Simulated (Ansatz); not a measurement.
Ansatz results at the PBE0-D4/def2-TZVP geometry: LUMO energy (ωB97M-V/def2-TZVPP) 1.28 eV; HOMO energy (ωB97M-V/def2-TZVPP) -10.41 eV; HOMO energy (B3LYP/def2-TZVPP) -8.01 eV.

Each molecule was computed in one conformer, which needn't be the lowest.

(1) Which molecule gave them?
A. `[OH][Al]1[CH]=[C]1F`
B. `C=C(C)Cl`
C. `C[CH](F)[SnH2][F]`
D. `FC[CH](F)[SnH3]`

## Answers

(1) D. The others give `[OH][Al]1[CH]=[C]1F`: 0.54, -9.58, -7.16; `C=C(C)Cl`: 2.11, -9.51, -7.08; `C[CH](F)[SnH2][F]`: 0.84, -10.22, -7.85.

B3LYP here is the variant with VWN-RPA as its local correlation; programs differ in this.
